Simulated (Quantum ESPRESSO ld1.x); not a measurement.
Results of a calculation; reference values are marked as such.
Task: Tl7+, configuration [Xe] 4f14 5d4 6s2 (not the ground configuration). Code: ld1.x of Quantum ESPRESSO 7.5. Model: scalar-relativistic Kohn-Sham, LDA (Slater exchange, Perdew-Zunger correlation), spin-unpolarised, spherical densities, point nucleus. Some entries of the table are withheld. Estimate them.

| orbital | occ. | eigenvalue (hartree) | <r^2> (bohr^2) |
|---|---|---|---|
| 1s | 2 | -3149.00 | 0.0003690 |
| 2s | 2 | -564.297 | 0.005608 |
| 2p | 6 | -486.066 | 0.004757 |
| 3s | 2 | -137.943 | (1) |
| 3p | 6 | -115.434 | 0.03730 |
| 3d | 10 | -92.1049 | 0.03088 |
| 4s | 2 | -34.0642 | 0.1731 |
| 4p | 6 | -26.6812 | 0.1982 |
| 4d | 10 | -18.0334 | 0.2229 |
| 5s | 2 | -8.92236 | 0.8233 |
| 4f | 14 | (2) | 0.2583 |
| 5p | 6 | -6.80818 | 1.045 |
| 5d | 4 | -4.32844 | 1.552 |
| 6s | 2 | -3.35583 | 3.536 |

Result: 
(1) 3s <r^2> (bohr^2): 0.03611
(2) 4f eigenvalue (hartree): -8.44907
